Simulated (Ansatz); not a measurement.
`O=CC(Cl)O[SiH3]` + H–F → `FC(Cl)O[SiH3]` + `C=O` at 298.15 K and 1 bar (substitution at a C–C bond).

Gas-phase electronic energies from Ansatz, PBE0-D4/def2-TZVP geometries. CCSD(T)/CBS adds triple-zeta CCSD(T) − MP2 to the extrapolated MP2 energy (def2 sets, frozen cores). This one scheme is used for every species. One conformer a species, not always the lowest.

| species | CCSD(T)/CBS energy (Eh) | H − E (kJ/mol) | S (J/(mol·K)) |
| --- | --- | --- | --- |
| `O=CC(Cl)O[SiH3]` | -978.31874 | 200.4 | 375.7 |
| H–F | -100.39570 | 33.5 | 173.6 |
| `FC(Cl)O[SiH3]` | -964.30343 | 153.6 | 346.9 |
| `C=O` | -114.39408 | 80.1 | 218.6 |

H − E and S are ideal-gas, rigid-rotor, harmonic terms from PBE0-D4/def2-TZVP, for one conformer and one mirror image of each species. 1 Eh = 2625.50 kJ/mol, R = 8.31446 J/(mol·K).

By hand: ΔE, ΔH, ΔS and ΔG.

ΔE = (-964.30343) + (-114.39408) − (-978.31874) − (-100.39570) = 0.01693 Eh = 44.4 kJ/mol. Δ(H − E) = 153.6 + 80.1 − 200.4 − 33.5 = -0.2, so ΔH = 44.2 kJ/mol. ΔS = 346.9 + 218.6 − 375.7 − 173.6 = 16.2 J/(mol·K). ΔG = 44.2 − 298.15 × (16.2)/1000 = 39.4 kJ/mol.

By hand: the equilibrium constant, and the temperature at which ΔG would vanish if ΔH and ΔS stayed fixed.

log₁₀ K = −ΔG/(RT ln 10) = -6.9. ΔG = 0 at ΔH/ΔS = 2728 K, far beyond where these terms or the molecules hold.

ΔH outweighs TΔS. A doubt of 5 kJ/mol in ΔE shifts log₁₀ K by 0.9 here. Other conformers and mirror images would add mixing entropy, several J/(mol·K) or more a flexible species. Modes under 60 cm⁻¹, often nearly free rotors, make the harmonic entropy too high. These are equilibria of isolated gas molecules and say nothing of rates. Largest T1 diagnostic: 0.015 (customary marks: 0.02 for closed shells, 0.045 for open ones).
